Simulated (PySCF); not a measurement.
Computed structure and properties of [Au(H2O)2]+

System: [Au(H2O)2]+ (singlet); start: displaced along the imaginary mode (C1). Method: PySCF 2.14.0, RKS B3LYP, Au def2-SVP with ECP60, O def2-SVP, H def2-SVP; non-relativistic Hamiltonian with scalar-relativistic core potentials where named; density fitting; no spin-orbit coupling.

Input of the relaxation:

```python
mol = gto.M(atom='''
Au     0.00054    -0.00099    -0.00000
O     -0.02959     0.03043     2.07467
H      0.74071     0.38715     2.62777
H     -0.38606    -0.73961     2.62820
O      0.00719     0.01010    -2.07467
H      0.51055    -0.61242    -2.62873
H     -0.61622     0.51435    -2.62725''',
    basis={'Au': 'def2-SVP', 'O': 'def2-SVP', 'H': 'def2-SVP'},
    ecp={'Au': 'def2-SVP'},
    charge=1, spin=0)
mf = dft.RKS(mol, xc='B3LYP')
mf.grids.atom_grid = (50, 194)
mf = mf.density_fit()  # fitting sets: Au def2-universal-JKFIT, O def2-universal-JKFIT, H def2-universal-JKFIT
mf.conv_tol = 1e-08; mf.max_cycle = 55
mf.kernel(dm0)  # dm0: converged density of the start geometry
# quasi-Newton relaxation in Cartesian coordinates to a largest gradient under 0.00045 Eh/bohr, steps kept in the point group
```

Run from Python with OMP_NUM_THREADS=2; the lines above give its settings. Where DIIS fails, smearing, a level shift and second-order steps follow.
It took 110 s on 2 threads of Intel(R) Xeon(R) Processor @ 2.50GHz (Skylake/Cascade Lake) (shared host), from the converged density of the start.

Course of the relaxation:

| step | energy above end (eV) | largest force component within the symmetry (eV/Å) |
| --- | --- | --- |
| 0 | 0.1012 | 2.364 |
| 1 | 0.0126 | 0.135 |
| 2 | 0.0087 | 0.556 |
| 3 | 0.0047 | 0.098 |
| 4 | 0.0013 | 0.140 |
| 5 | 0.0005 | 0.062 |
| 6 | 0.0002 | 0.043 |
| 7 | 0.0002 | 0.104 |
| 8 | 0.0000 | 0.019 |
| 9 | 0.0000 | 0.038 |
| 10 | 0.0000 | 0.005 |

Relaxed geometry (C2):

```xyz
7

Au    0.0308    0.0278    0.0021
O    -0.0401    0.0328    2.0853
H     0.7209    0.3752    2.5846
H    -0.3841   -0.7476    2.5521
O     0.1024    0.1006   -2.0796
H     0.4538   -0.6592   -2.5741
H    -0.6565    0.4595   -2.5703
```

```json
{"contact": "Au1–O2 (H2O)", "Å": "2.084"}
{"contact": "Au1–O5 (H2O)", "Å": "2.084"}
```

On the finer grid (75, 302):

* HOMO: -12.84 eV
* LUMO: -6.78 eV
* Dipole about the centre of mass: 1.43 D
* Set of Mulliken populations of Au1 outside the core potential: s 2.77, p 6.13, d 9.68, f 0.01
* D3(BJ) dispersion energy (not in the energies): -0.177 eV

```csv
atom,Mulliken (e),Löwdin (e),spin (e)
Au1,0.40,0.19,0.00
O2,-0.22,0.09,0.00
H3,0.26,0.16,0.00
H4,0.26,0.16,0.00
O5,-0.22,0.09,0.00
H6,0.26,0.16,0.00
H7,0.26,0.16,0.00
```

On the grid (50, 194), as all that follows. Harmonic modes: a minimum; lowest 136 cm⁻¹ (negative: unstable), highest 3829 cm⁻¹, zero-point energy 1.356 eV.

Taking off one H2O (charge 0, singlet; the rest: singlet) in vacuum, both parts rigid, costs 2.30 eV; the small basis without counterpoise inflates it.

Rigid scan of H2O along the line from its metal:

| distance to O2 (Å) | energy (eV) |
| --- | --- |
| 1.78 | 0.907 |
| 1.88 | 0.329 |
| 1.98 | 0.068 |
| 2.08 | 0.000 |
| 2.18 | 0.046 |
| 2.28 | 0.156 |
| 2.48 | 0.451 |
| 2.78 | 0.893 |
| 3.18 | 1.335 |
| 3.68 | 1.681 |

One start shape was tried, so this needn't be the lowest isomer.
